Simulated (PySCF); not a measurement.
1-chlorocyclopenta-1,3-diene (C₅H₅Cl), SMILES ClC1=CC=CC1. Coordinates come from a PBE-D3(BJ)/def2-SVP optimisation. One conformer was computed; it need not be the lowest.

Method: PySCF with PBE-D3(BJ)/def2-SVP.

Harmonic wavenumbers (cm⁻¹): 210, 288, 348, 460, 498, 658, 786, 839, 843, 865, 924, 943, 983, 1062, 1068, 1084, 1188, 1262, 1318, 1341, 1520, 1603, 2975, 3016, 3142, 3167, 3173. Rotational constants (GHz): 8.243, 1.958, 1.598; symmetry number 1.

Task: Work out the zero-point energy and the ideal-gas rigid-rotor harmonic-oscillator thermochemistry at 298.15 K and 1 atm.

Result: ZPE = ½ Σ hcν = ½ × 35562 cm⁻¹ = 212.71 kJ/mol. H − E(el) = 229.22 kJ/mol. Entropy in J/(mol K): translation 166.25, rotation 112.65, vibration 33.15, total 312.05. G − E(el) = 136.18 kJ/mol. Cp = 91.82 J/(mol K).
